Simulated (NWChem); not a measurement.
Molecule: CH₆BOP; SMILES COBP

```xyz
10

B     -0.9915     0.0150     0.0041
H     -2.1964    -0.1614    -0.0322
O     -0.5846     1.3078    -0.0244
C      0.7821     1.6981    -0.0223
H      1.3835     1.0904    -0.7335
H      0.8391     2.7621    -0.3237
H      1.2210     1.5928     0.9928
P      0.2081    -1.5028    -0.0857
H     -0.5713    -2.3614     0.7580
H      1.1439    -1.1073     0.9324
```
Atoms are numbered in this order, from 1.

Computed with NWChem. Medium grid unless said otherwise, to which SCAN and Minnesota functionals are sensitive. Geometry: optimised at PBE-D3(BJ)/def2-SVP. B3LYP is NWChem's, with the RPA form of VWN correlation.

Task: Order these by “highest occupied level (eV)”, lowest first: BLYP/def2-SVP; Hartree-Fock/def2-SVP; B3LYP/def2-SVP; LRC-wPBEh/def2-SVP; r2SCAN/def2-SVP.

Result: Hartree-Fock/def2-SVP (-9.87), LRC-wPBEh/def2-SVP (-9.02), B3LYP/def2-SVP (-6.92), r2SCAN/def2-SVP (-6.27), BLYP/def2-SVP (-5.79)
